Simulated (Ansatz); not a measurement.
Gas-phase electronic energies from Ansatz, PBE0-D4/def2-TZVP geometries. CCSD(T)/CBS is the MP2 limit (def2-TZVPP, def2-QZVPP) plus CCSD(T) − MP2 in def2-TZVPP, frozen cores. Each species was taken in one conformer, which may not be the lowest.

`C[Si@H]1S[C@H]1F` → `F/C(S)=C\[SiH3]`  (isomerisation)

```json
{"species": "`C[Si@H]1S[C@H]1F`", "HF/def2-QZVPP energy (Eh)": "-864.66844"}
{"species": "`F/C(S)=C\\[SiH3]`", "HF/def2-QZVPP energy (Eh)": "-864.64124"}
```

(1) Work out ΔE.

Largest T1 diagnostic among the species: 0.013.

Results:

(1) ΔE = (-864.64124) − (-864.66844) = 0.02720 Eh = +71.4 kJ/mol. CCSD(T)/CBS gives +100.8 kJ/mol.

From PBE to PBE0 (25 % exact exchange), in def2-TZVPP and without D4, ΔE moves by +4.5 kJ/mol. In def2-TZVPP, CCSD(T) changes the Hartree–Fock value by +21.4 kJ/mol (the triples alone add +1.5 kJ/mol) and MP2 by +33.3 kJ/mol.
